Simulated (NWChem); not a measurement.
System meant: CH₄FeN₂O, quintet; SMILES [OH][Fe]1[NH]C=[NH]->1

NWChem input:

```
start job
memory heap 200 mb stack 900 mb global 1100 mb
geometry units angstroms noautoz
  Fe     0.454919    -0.495499     0.000000
  O      0.531830    -2.287691     0.000000
  H      1.327422    -2.823009     0.000000
  C      0.294478     1.936562     0.000000
  N      0.340834     1.236935    -1.117108
  N      0.340834     1.236935     1.117108
  H      0.222282     3.040467     0.000000
  H      0.305340     1.748704    -1.988892
  H      0.305340     1.748704     1.988892
end
basis spherical
  * library def2-svp
end
dft
  odft
  mult 6
  xc b3lyp
  iterations 150
  mulliken
end
task dft energy
```

End of the output:

```
 Summary of "ao basis" -> "ao basis" (spherical)
 ------------------------------------------------------------------------------
       Tag                 Description            Shells   Functions and Types
 ---------------- ------------------------------  ------  ---------------------
 Fe                         def2-svp                11       31   5s3p2d1f
 O                          def2-svp                 6       14   3s2p1d
 H                          def2-svp                 3        5   2s1p
 C                          def2-svp                 6       14   3s2p1d
 N                          def2-svp                 6       14   3s2p1d

 Summary of "ao basis" -> "ao basis" (spherical)
 ------------------------------------------------------------------------------
       Tag                 Description            Shells   Functions and Types
 ---------------- ------------------------------  ------  ---------------------
 Fe                         def2-svp                11       31   5s3p2d1f
 O                          def2-svp                 6       14   3s2p1d
 H                          def2-svp                 3        5   2s1p
 C                          def2-svp                 6       14   3s2p1d
 N                          def2-svp                 6       14   3s2p1d

      Symmetry analysis of basis
      --------------------------

        a'         68
        a"         39

  number of electrons :                   58
  multiplicity        :                    6
 ------------------------------------------------------------------------
  no. of electrons and multiplicity not compatible                  58
 ------------------------------------------------------------------------
 ------------------------------------------------------------------------
  current input line :
    24: task dft energy
 ------------------------------------------------------------------------
 ------------------------------------------------------------------------
 There is an error in the input file
 ------------------------------------------------------------------------
 For more information see the NWChem manual at https://nwchemgit.github.io

0: no. of electrons and multiplicity not compatible:Received an Error in Communication
```

Question: Can this run be used? If not, why, and what is the fix?

Answer: The program refused the input. Cause: the multiplicity doesn't fit the number of electrons (an even count wants an odd multiplicity, and the reverse). This input runs:
```
start job
memory heap 200 mb stack 900 mb global 1100 mb
geometry units angstroms noautoz
  Fe     0.454919    -0.495499     0.000000
  O      0.531830    -2.287691     0.000000
  H      1.327422    -2.823009     0.000000
  C      0.294478     1.936562     0.000000
  N      0.340834     1.236935    -1.117108
  N      0.340834     1.236935     1.117108
  H      0.222282     3.040467     0.000000
  H      0.305340     1.748704    -1.988892
  H      0.305340     1.748704     1.988892
end
basis spherical
  * library def2-svp
end
dft
  odft
  mult 5
  xc b3lyp
  iterations 150
  mulliken
end
task dft energy
```
It converges to -1488.69546 Ha (B3LYP/def2-SVP, spin-unrestricted).
